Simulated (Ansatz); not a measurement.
Job for Ansatz (a program for electronic structure): U-r2SCAN/def2-TZVPP on CrPb, 2S+1 = 9, a spin state set in the input, which need not be the lowest, a point of a bond scan (R = 2.848 Å). Elements past Kr take the def2 small-core potentials; no spin–orbit coupling.

Ansatz 0.2 input:
```yaml
crystal:
  periodic: [false, false, false]
  atoms:
    - {symbol: Cr, position_ang: [0.00000000, 0.00000000, 0.00000000]}
    - {symbol: Pb, position_ang: [0.00000000, 0.00000000, 2.84804400]}
basis:
  gaussian:
    orbitals: def2-TZVPP
    pivot_positions_ang: [[0.00000000, 0.00000000, 0.00000000], [0.00000000, 0.00000000, 2.84804400]]
hamiltonian:
  xc: {name: r2SCAN}
magnetization: {spin_polarized: true, initial_magnetization: 8}
output: {forces: true, orbitals: {seedname: ./end}}
```

The head of its log:

```
WARN ansatz: RAYON_NUM_THREADS=1 ignored (pool sized by the plan → 1); use --threads N
Functional definition: r2SCAN
integrals: 0.04 GiB planned
801 factors; their error is unknown
mean field: 0.42 GiB planned
mean field evaluation 1: about -33664.9554 eV, gradient 4.5e1 eV
mean field evaluation 2: about -33550.0548 eV, gradient 1.5e2 eV
```

Problem. What total energy does the run end on?

Solution. -1237.3745 hartree.
